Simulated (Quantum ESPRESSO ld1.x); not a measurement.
The mean radii <r> (bohr) of the occupied orbitals of an atom or ion are listed with their occupations. Method: Dirac Kohn-Sham, revPBE, spin-unpolarised, spherical densities, point nucleus; computed with ld1.x of Quantum ESPRESSO 7.5.

orbital  occ.      <r>
1s1/2       2  0.06309
2s1/2       2   0.2640

Name the element and its charge. Open shells, if any, fill j = l - 1/2 first.

Answer. Z = 24, chromium, charge +20: Cr20+ in [He] 2s2. The 1s radius gives Z: for a bare nucleus <r> = (2 gamma + 1)/(2Z) with gamma = sqrt(1 - (Z/c)^2), 0.06186 bohr for Z = 24, and screening makes it slightly larger (0.06309 here). The occupations add up to 4, and the charge is Z minus that.
